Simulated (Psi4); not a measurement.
Two rigid molecules brought together: O2S ··· COS (SMILES O=S=O and O=C=S), singlet. Monomers: optimised at B3LYP-D3(BJ) (def2-TZVP), held rigid. Orientation: lowest of the rigid-body minima from ten starts at GFN2-xTB (searched outside a hard wall at short contacts). Only R, the distance of the centres of mass, is varied, so the lowest point isn't the relaxed dimer. The shortest distances reach bonding range, where SAPT0 and rigid monomers are unreliable.

Method: SAPT0/jun-cc-pVDZ, frozen core in Psi4 1.11.

Components in kJ/mol:

| R / Å | electrostatics | exchange | induction | dispersion | total |
|---|---|---|---|---|---|
| 3.26 | -121.56 | 290.85 | -76.16 | -39.30 | 53.83 |
| 3.46 | -67.78 | 151.73 | -36.82 | -25.87 | 21.26 |
| 3.66 | -39.27 | 78.01 | -18.21 | -17.39 | 3.13 |
| 3.89 | -22.35 | 35.74 | -8.44 | -11.28 | -6.33 |
| 4.07 | -15.19 | 19.20 | -4.78 | -8.17 | -8.94 |
| 4.36 | -9.03 | 6.92 | -2.04 | -4.99 | -9.13 |
| 4.68 | -5.75 | 2.19 | -0.89 | -3.00 | -7.44 |
| 5.13 | -3.52 | 0.42 | -0.34 | -1.57 | -5.00 |
| 5.87 | -1.87 | 0.03 | -0.10 | -0.62 | -2.56 |
| 6.89 | -0.92 | 0.00 | -0.03 | -0.21 | -1.16 |
| 8.18 | -0.43 | 0.00 | -0.01 | -0.07 | -0.51 |
